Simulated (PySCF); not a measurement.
Compound: C2H10N2OSi2.
Atom-mapped SMILES: `[SiH3:1][O:2][SiH:3]1[NH:4][CH2:5][CH2:6][NH:7]1`

Definitions: NICS(0) = −σiso at the ring centroid; NICS(1) = −σiso and NICS(1)zz = −σzz at ±1 Å along the ring normal z. Level: GIAO PBE0/pcSseg-1 (PySCF, non-relativistic, gas phase) on the PBE0-D3(BJ)/def2-SVP geometry, one conformer.

Ring bond lengths (Å), with Mayer bond orders in brackets: Si3–N4 1.733 (0.90), N4–C5 1.454 (0.96), C5–C6 1.530 (1.04), C6–N7 1.455 (0.97), N7–Si3 1.726 (1.00).

Question: Give the NICS values of each ring in ppm.

Answer: 
```tsv
ring	type	NICS(0)	NICS(1), two faces	NICS(1)zz, two faces	rms pucker (Å)	centre to ring atoms, mean (Å)
Si3–N4–C5–C6–N7	5-membered ring with 2 N and Si; formal bonds all single	-7.8	-3.2 / -2.6	-3.8 / -3.0	0.15	1.32
```

Question: What can be read from them?

Answer: 
- Si3–N4–C5–C6–N7: mean NICS(1)zz -3.4 ppm, shielded. Si3, C5, C6 have four or more neighbours; no verdict on aromaticity is drawn.

Question: At the second NICS(1) probe listed for ring Si3–N4–C5–C6–N7, 1 Å off the ring, what do the in-plane components average?

Answer: The isotropic value is a third of the trace: (3 × -2.6 − (-3.0))/2 = -2.4 ppm.

Question: Give the inner angles of the rings and the Hirshfeld charges of the ring atoms.

Answer: 
- Si3–N4–C5–C6–N7: Si3 92.7° (+0.452 e), N4 111.1° (-0.247 e), C5 106.0° (-0.024 e), C6 106.0° (-0.025 e), N7 111.0° (-0.253 e); sum 526.8° against 540° for a flat convex ring.

Question: How do the values depend on the level or the medium?

Answer: 
| level | NICS(0), Si3–N4–C5–C6–N7 | mean NICS(1)zz, Si3–N4–C5–C6–N7 |
| --- | --- | --- |
| PBE0/pcSseg-1, gas | -7.8 | -3.4 |
| WP04/pcSseg-1, gas | -7.5 | -2.6 |

The geometry is the same throughout.

On one thread of an Arm Neoverse N1, shared host, this took 60 s (with the writing of density and orbital grids) and 1.0 GiB of memory at its peak. This is the whole shielding run at PBE0/pcSseg-1, SCF included.
